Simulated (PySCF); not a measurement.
# Cu (copper, neutral) across methods

[Ar] 3d10 4p1, 2P determinant (an excited configuration). All numbers are calculated (PySCF 2.14, a scalar-relativistic core potential, in aug-cc-pVQZ-PP with ECP10MDF (7s7p6d4f3g2h, 135 functions)).

| method | E (hartree) | mean ε 3d α (eV) | mean ε 3d β (eV) | mean ε 4p α (eV) | Σ⟨r²⟩ (bohr²) | ⟨S²⟩ |
| --- | --- | --- | --- | --- | --- | --- |
| M06-2X | -197.2242 | -12.105 | -12.069 | -2.947 | 43.23 | 0.751 |
| UHF | -196.05972 | -15.654 | -15.718 | -3.425 | 48.91 | 0.757 |
| revPBE | -197.2156 | -7.121 | -7.077 | -2.127 | 42.85 | 0.852 |
| PBE0 | -197.0986 | -9.317 | -9.296 | -2.551 | 43.44 | 0.779 |
| LDA | -196.8012 | -7.402 | -7.341 | -2.120 | 42.24 | 0.786 |
| r2SCAN | -197.0471 | -7.336 | -7.362 | -2.250 | 41.04 | 0.955 |
| PBE | -197.1624 | -7.188 | -7.135 | -2.127 | 42.69 | 0.834 |
| TPSSh | -197.0766 | -7.910 | -7.885 | -2.260 | 42.78 | 0.823 |

Energies and moments cover only the electrons outside the core potential.
